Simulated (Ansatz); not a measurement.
Z-matrix (Å, degrees):
```
Sn
F 1 1.901
Cl 1 2.292 2 105.5
Cl 1 2.292 2 105.5 3 -115.0
H 1 1.689 2 109.2 3 122.5
```

Charge 0, multiplicity 1. Sn: def2 effective core potential.

Question: List the CAM-B3LYP/def2-TZVPP orbital energies in eV (the Gaussian-basis code of Ansatz). (Best estimate.)

Answer: The calculation gave: Occupied: -2764.90, -2764.90, -673.05, -259.65, -259.65, -198.71, -198.71, -198.56, -198.56, -198.55, -198.55, -142.99, -97.93, -97.90, -97.83, -34.27, -32.20, -32.09, -31.97, -31.96, -31.32, -25.07, -24.59, -17.02, -13.79, -13.60, -13.54, -12.33, -12.29, -11.36, -11.15, -11.06, -10.99. Lowest empty: -1.17, 0.24, 0.55, 2.44, 2.78, 3.55, 3.62, 4.51.
